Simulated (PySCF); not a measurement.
**Atomic charges by several schemes**

C7H14OSi.
Structure used (GFN2-xTB), in Å, numbered top down from 1:
```xyz
23
C7H14OSi angstrom
C      5.5665   -0.3508   -0.4128
C      4.1989   -0.0814   -0.0156
C      3.0711    0.1467    0.3201
C      1.7083    0.4119    0.7096
Si     0.4823   -0.4213   -0.4783
O     -0.9436    0.0147    0.1568
C     -2.2235   -0.3110   -0.3018
C     -3.2710    0.3186    0.6102
C     -4.6861   -0.0067    0.1531
H      6.0986   -0.8584    0.3920
H      6.0816    0.5828   -0.6401
H      5.5799   -0.9860   -1.2988
H      1.5472    1.4923    0.7226
H      1.5529    0.0496    1.7285
H      0.6386   -1.8812   -0.4944
H      0.6302    0.0704   -1.8539
H     -2.3477    0.0518   -1.3298
H     -2.3406   -1.4018   -0.3179
H     -3.1107   -0.0479    1.6256
H     -3.1183    1.3992    0.6177
H     -5.4126    0.4530    0.8179
H     -4.8498   -1.0818    0.1537
H     -4.8570    0.3653   -0.8545
```

Density: PBE0/pcSseg-1 (PySCF); schemes: Mulliken, IAO, Hirshfeld and ESP-fitted. Isolated species at its GFN2-xTB geometry (one conformer only).

At which atom do the 4 schemes differ most?

At Si5: from +0.404 (Hirshfeld) to +1.037 e (IAO), 0.633 e apart.

For which atoms does the sign change between the 4 schemes (beyond +0.03 e in one, beyond −0.03 e in another)?

C2, C7 and C8. Atomic charges aren't observables, and each scheme defines them in its own way.

What partial charge does each atom carry?

In e:

| atom | environment | Mulliken | IAO | Hirshfeld | ESP-fitted |
| --- | --- | --- | --- | --- | --- |
| C1 | propargylic carbon | -0.191 | -0.433 | -0.100 | -0.518 |
| C2 | alkyne carbon | -0.304 | -0.076 | -0.070 | +0.063 |
| C3 | alkyne carbon | -0.095 | -0.075 | -0.072 | -0.223 |
| C4 | sp3 carbon bound to silicon | -0.472 | -0.564 | -0.146 | -0.327 |
| Si5 | oxygen-bound silicon | +0.858 | +1.037 | +0.404 | +0.778 |
| O6 | silyl ether oxygen | -0.644 | -0.647 | -0.220 | -0.652 |
| C7 | sp3 carbon bound to oxygen | +0.103 | -0.038 | +0.011 | +0.388 |
| C8 | chain CH2 carbon | -0.283 | -0.253 | -0.071 | +0.136 |
| C9 | methyl carbon | -0.289 | -0.422 | -0.115 | -0.392 |
| H10 | methyl hydrogen | +0.143 | +0.168 | +0.057 | +0.179 |
| H11 | methyl hydrogen | +0.143 | +0.168 | +0.057 | +0.179 |
| H12 | methyl hydrogen | +0.143 | +0.167 | +0.056 | +0.174 |
| H13 | methylene hydrogen | +0.170 | +0.177 | +0.057 | +0.157 |
| H14 | methylene hydrogen | +0.170 | +0.177 | +0.057 | +0.160 |
| H15 | Si–H hydrogen | -0.117 | -0.159 | -0.087 | -0.159 |
| H16 | Si–H hydrogen | -0.117 | -0.159 | -0.087 | -0.158 |
| H17 | methylene hydrogen | +0.099 | +0.117 | +0.035 | -0.029 |
| H18 | methylene hydrogen | +0.099 | +0.117 | +0.035 | -0.028 |
| H19 | methylene hydrogen | +0.122 | +0.140 | +0.039 | -0.001 |
| H20 | methylene hydrogen | +0.122 | +0.140 | +0.039 | 0.000 |
| H21 | methyl hydrogen | +0.121 | +0.147 | +0.044 | +0.107 |
| H22 | methyl hydrogen | +0.109 | +0.137 | +0.039 | +0.083 |
| H23 | methyl hydrogen | +0.109 | +0.137 | +0.039 | +0.083 |

Mean size of the charges over all atoms: IAO 0.246 e, Mulliken 0.218 e, ESP-fitted 0.216 e, Hirshfeld 0.084 e. Each set sums to the total charge, 0, to within 0.001 e. The ESP scheme fits charges at the nuclei, held to the total charge, to the electrostatic potential on points at 1.4 to 2.0 times the van der Waals radii. The Hirshfeld scheme divides the density at each point in proportion to the densities of the neutral, spherically averaged free atoms.

Sum the charges by element, for elements with more than one atom.

| element | atoms | Mulliken | IAO | Hirshfeld | ESP-fitted |
| --- | --- | --- | --- | --- | --- |
| C | 7 | -1.530 | -1.862 | -0.564 | -0.874 |
| H | 14 | +1.316 | +1.472 | +0.380 | +0.748 |

How many electrons does the ESP-fitted scheme count on C4?

Z − q = 6 − (-0.327) = 6.327.

How closely do the schemes follow one another over all atoms?

Correlation coefficient and root-mean-square difference: IAO with Hirshfeld 0.98, 0.223 e; Mulliken with Hirshfeld 0.97, 0.178 e; Mulliken with IAO 0.97, 0.093 e; IAO with ESP-fitted 0.88, 0.161 e; Hirshfeld with ESP-fitted 0.88, 0.201 e; Mulliken with ESP-fitted 0.84, 0.165 e.

The run behind these numbers computed NMR shieldings as well. Time: 23 s; peak memory 1.0 GiB. Hardware: one thread of an AMD EPYC 9R45 (shared host).
